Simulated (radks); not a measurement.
Question: Isoelectronic series with 11 electrons, all held in the configuration [Ne] 3s1, which need not be the ground one along the series. All-electron calculation, scalar-relativistic Kohn-Sham, PBE, spin-polarised, spherical densities, finite nucleus; open shells are filled with parallel spins first; Fermi nuclear charge, rms radius of each element as measured or else 0.836 A^(1/3) + 0.57 fm. Program: a radial shooting solver on a logarithmic mesh with Libxc functionals. Total energies (hartree) and orbital eigenvalues (Ry) (* marks an orbital that is empty in some or all of the ions):

ion,E (hartree),3p up*,3s up,2p down
Mg+,-199.99959,-0.55139,-0.87590,-4.07936
Al2+,-241.78221,-1.31330,-1.79951,-6.61933
P4+,-337.85879,-3.57646,-4.37661,-13.26913
S5+,-392.15688,-5.06089,-6.01656,-17.36408
Cl6+,-450.63524,-6.77565,-7.88705,-21.96833
Ar7+,-513.30110,-8.71894,-9.98685,-27.08052

Estimate the row of Si3+.

Answer: E (hartree) -287.73516; 3p up* -2.32543; 3s up -2.96948; 2p down -9.68597.
